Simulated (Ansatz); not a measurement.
Gas-phase reaction R1 + R2 → P1, each structure at its B3LYP-D3(BJ)/def2-TZVP stationary point, reached from a drawn start (curvature not checked).
R1: H2 (SMILES [H][H]), charge 0, multiplicity 1.
R2, SiH2 (SMILES [SiH2]) (charge 0, multiplicity 1):
```csv
atom,x (Å),y (Å),z (Å)
Si,0.0000,-0.7086,0.0000
H,1.0912,0.3543,0.0000
H,-1.0912,0.3543,0.0000
```
P1: SiH4 (SMILES [SiH4]), charge 0, multiplicity 1.

P less R. No zero-point or thermal terms.

Cores are frozen in the correlated methods.

Run with Ansatz (Gaussian basis) for Hartree–Fock, density functionals and correlated methods. No computed number here is a measurement.

Total energies in hartree:

```tsv
structure	PBE/def2-TZVPP	r2SCAN/def2-TZVPP	CCSD(T)/cc-pV(Q+d)Z
R1	-1.166122	-1.171285	-1.173794
R2	-290.458218	-290.578566	-290.180892
P1	-291.721620	-291.854203	-291.452235
```

Q: Work out the reaction energy at each level in kJ/mol (1 hartree = 2625.49964 kJ/mol), and say how far PBE/def2-TZVPP lies from CCSD(T)/cc-pV(Q+d)Z.

A: 
- PBE/def2-TZVPP: (-291.721620) − (-1.166122) − (-290.458218) = -0.097280 hartree = -255.4 kJ/mol
- r2SCAN/def2-TZVPP: (-291.854203) − (-1.171285) − (-290.578566) = -0.104352 hartree = -274.0 kJ/mol
- CCSD(T)/cc-pV(Q+d)Z: (-291.452235) − (-1.173794) − (-290.180892) = -0.097549 hartree = -256.1 kJ/mol
PBE/def2-TZVPP less CCSD(T)/cc-pV(Q+d)Z: 0.7 kJ/mol. CCSD(T)/cc-pV(Q+d)Z is the level counted from, the highest shown, and no exact or measured value.

Ansatz is an electronic-structure program.
